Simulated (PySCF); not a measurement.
# Spinor energies of Hf(63+) (hafnium, charge +63)

Start: [He] 2s2 2p5; 2p1/2 filled at m_j = -1/2, +1/2; 2p3/2 filled at m_j = -1/2, +1/2, +3/2. Calculated with PySCF 2.14 in an even-tempered Gaussian basis (17 s from 47 bohr⁻², ratio 2.4; 13 p from 60 bohr⁻², ratio 2.4; 5 d from 210 bohr⁻², ratio 2.6; 4 f from 310 bohr⁻², ratio 2.6): generalised Hartree-Fock with the X2C-1e Hamiltonian and a Gaussian nucleus; one run each with spin-orbit coupling (SO) switched off, then screened by Boettger's factors.

```tsv
spinor shell	electrons	ε, spin-free (eV)	ε, screened SO (eV)	weight of nominal j (screened SO)	rms radius, screened SO (bohr)
1s1/2	2	-71525.6	-71499.2	1.000	0.0215
2s1/2	2	-16691.0	-16683.6	1.000	0.0849
2p1/2	2	-15391.9	-16275.4	1.000	0.0720
2p3/2	3	-15391.9	-15026.3	1.000	0.0787
```

| quantity | spin-free | screened SO |
| --- | --- | --- |
| E (hartree) | -9850.34001 | -9876.13755 |
| M_J | 3/2 | 3/2 |
| ⟨J²⟩ | 3.750 | 3.750 |
| ⟨L²⟩ | 2.000 | 2.022 |
| ⟨S²⟩ | 0.750 | 0.772 |

Each row is a mean over spinors that exchange with the open shell spreads, by up to 62.495 eV (2s1/2).

Breit and QED terms are absent; they matter most for the inner s and p1/2 levels.

Densities and radii are taken from the X2C orbitals without a picture-change correction, which distorts them close to the nucleus.

Without spin-orbit coupling the j labels of p, d and f shells carry no meaning; the spin-free column gives the mean over the occupied spinors of each nl shell.
